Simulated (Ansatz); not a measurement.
A run for Ansatz (an electronic-structure program): U-CCSD(T)/cc-pVDZ on CH6BN (SMILES CBN), a point of a bond scan (R = 0.905 Å).

Ansatz 0.2 input:
```yaml
crystal:
  periodic: [false, false, false]
  atoms:
    - {symbol: B, position_ang: [-0.40473597, -0.13480654, 0.32621441]}
    - {symbol: H, position_ang: [-1.24160538, -0.47995243, 1.11052684]}
    - {symbol: C, position_ang: [1.10762713, -0.49998646, 0.54395436]}
    - {symbol: H, position_ang: [1.23440243, -1.58565610, 0.60751525]}
    - {symbol: H, position_ang: [1.46275122, -0.10660429, 1.50203988]}
    - {symbol: H, position_ang: [1.77496577, -0.12948036, -0.23901313]}
    - {symbol: N, position_ang: [-0.83495421, 0.59935740, -0.77786552]}
    - {symbol: H, position_ang: [-1.70131301, 0.81993223, -0.92141619]}
    - {symbol: H, position_ang: [-0.21034237, 0.93570230, -1.49344212]}
basis:
  gaussian:
    orbitals: cc-pVDZ
correlation: {method: ccsd_t, electrons: outside_noble_gas}
scf: {omitted_lower_state_checks: [cluster_reference]}
magnetization: {spin_polarized: true, initial_magnetization: 0}
```

Question: Give the final energy of this run.

Answer: -120.9986 hartree (reference determinant -120.5427, T1 diagnostic 0.012).

Question: How many basis functions does it have, and what does it roughly cost on one machine?

Answer: 72 functions; very roughly 7 core-seconds.
